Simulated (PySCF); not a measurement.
C₆ coefficients of unlike pairs at PBE

Calculated with PySCF 2.14 from the dipole response of each species, C₆(A,B) = (3/π) ∫ α_A(iu) α_B(iu) du, in atomic units, from isotropic polarisabilities. For ions this is the dispersion term alone; charge-induced terms of lower order in 1/R come first.

```csv
species,configuration,basis,relativity,α (bohr³),C₆ (like pair)
B²⁺,[He] 2s1 (2S),"aug-cc-pVQZ with one added diffuse shell each of s, p, d, f, g type (7s6p5d4f3g)",none,7.000,9.303
P²⁺,[Ne] 3s2 3p1 (2P),def2-TZVPPD (6s5p4d1f),none,9.210,33.18
Zn³⁺,[Ar] 3d9 (2D),aug-cc-pVQZ-DK (9s8p6d4f3g2h),spin-free X2C,1.592,3.638
Ar³⁺,[Ne] 3s2 3p3 (4S),"aug-cc-pV(Q+d)Z with one added diffuse shell each of s, p, d, f, g type (8s7p6d4f3g)",none,3.601,9.773
```

**Question.** Estimate C₆ for Ar³⁺ with B²⁺.

**Answer.** The integral gives 7.874. The combination rule 2 C_A C_B / (C_A α_B/α_A + C_B α_A/α_B) gives 7.645 and the geometric mean 9.535.

No spin-orbit coupling is included.

The other pairs:

| pair | C₆ |
| --- | --- |
| Ar³⁺, Zn³⁺ | 5.600 |
| Zn³⁺, P²⁺ | 8.996 |
| Zn³⁺, B²⁺ | 3.903 |
| Ar³⁺, P²⁺ | 17.13 |
| P²⁺, B²⁺ | 16.64 |
